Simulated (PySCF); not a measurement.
**`InChI=1S/C3H10OSeSi2/c1-2-7-3-4-6-5-7/h7H,2-3,6H2,1H3/t7-/m0/s1`**

Geometry:
```json
{"atom": "C1", "x (Å)": "-2.753", "y (Å)": "-0.439", "z (Å)": "0.430"}
{"atom": "C2", "x (Å)": "-1.671", "y (Å)": "0.444", "z (Å)": "-0.176"}
{"atom": "Si3", "x (Å)": "-0.005", "y (Å)": "-0.464", "z (Å)": "-0.220"}
{"atom": "C4", "x (Å)": "1.418", "y (Å)": "0.674", "z (Å)": "-0.845"}
{"atom": "O5", "x (Å)": "2.611", "y (Å)": "0.433", "z (Å)": "-0.147"}
{"atom": "Si6", "x (Å)": "2.773", "y (Å)": "-0.111", "z (Å)": "1.362"}
{"atom": "Se7", "x (Å)": "0.715", "y (Å)": "-1.012", "z (Å)": "1.873"}
{"atom": "H8", "x (Å)": "-2.912", "y (Å)": "-1.323", "z (Å)": "-0.182"}
{"atom": "H9", "x (Å)": "-3.696", "y (Å)": "0.099", "z (Å)": "0.509"}
{"atom": "H10", "x (Å)": "-2.458", "y (Å)": "-0.765", "z (Å)": "1.426"}
{"atom": "H11", "x (Å)": "-1.587", "y (Å)": "1.359", "z (Å)": "0.414"}
{"atom": "H12", "x (Å)": "-1.963", "y (Å)": "0.740", "z (Å)": "-1.184"}
{"atom": "H13", "x (Å)": "-0.049", "y (Å)": "-1.676", "z (Å)": "-1.049"}
{"atom": "H14", "x (Å)": "1.622", "y (Å)": "0.494", "z (Å)": "-1.902"}
{"atom": "H15", "x (Å)": "1.153", "y (Å)": "1.730", "z (Å)": "-0.735"}
{"atom": "H16", "x (Å)": "3.007", "y (Å)": "0.974", "z (Å)": "2.305"}
{"atom": "H17", "x (Å)": "3.787", "y (Å)": "-1.145", "z (Å)": "1.302"}
```

Theory: GIAO KT3/pcSseg-1 magnetisability, rotational g tensor and spin-rotation constants, non-relativistic, gas phase (PySCF 2.14.0). Geometry: GFN2-xTB.

The calculation is non-relativistic, which matters for the atoms heavier than Zn.

(1) Give the nuclear spin-rotation constants along the inertial axes (H = +C I·J) beside the isotropic shieldings.

(2) How do the rotational constants and the g tensor change when H8, H9, H10, H11, H12, H13, H14, H15, H16, H17 are replaced by deuterium?

## Answers

(1) Rotational constants 1.8336, 0.9694, 0.6764 GHz. A star marks the isotopologue with that one atom substituted, in its own axes.
```csv
atom,isotope,Caa (kHz),Cbb (kHz),Ccc (kHz),mean (kHz),σ (ppm)
H8,1H,-0.170,-0.112,0.009,-0.091,30.6
H9,1H,-0.027,-0.107,-0.042,-0.058,30.2
H10,1H,-0.145,-0.002,-0.074,-0.074,30.4
H11,1H,-0.185,-0.121,0.014,-0.097,30.9
H12,1H,-0.141,-0.012,-0.076,-0.076,30.7
H13,1H,-0.141,-0.089,0.033,-0.066,26.6
H14,1H,-0.201,0.008,-0.025,-0.072,27.2
H15,1H,-0.201,-0.072,0.024,-0.083,27.9
H16,1H,-0.129,-0.079,0.030,-0.059,25.8
H17,1H,-0.042,-0.081,-0.003,-0.042,26.0
C1,13C*,0.252,0.130,0.098,0.160,170.7
C2,13C*,0.264,0.143,0.088,0.165,170.0
Si3,29Si*,-1.127,-0.582,-0.483,-0.730,343.8
C4,13C*,0.279,0.219,0.175,0.225,121.9
O5,17O*,-0.155,-0.083,-0.058,-0.099,293.3
Si6,29Si*,-1.151,-0.518,-0.483,-0.717,356.5
Se7,77Se*,1.175,0.792,0.645,0.871,2318.0
```
For the geometry as given, no vibrational averaging.

(2) Constants 1.6312, 0.8313, 0.5997 GHz; g -0.0174, -0.0095, -0.0054, against -0.0194, -0.0111, -0.0060 before.
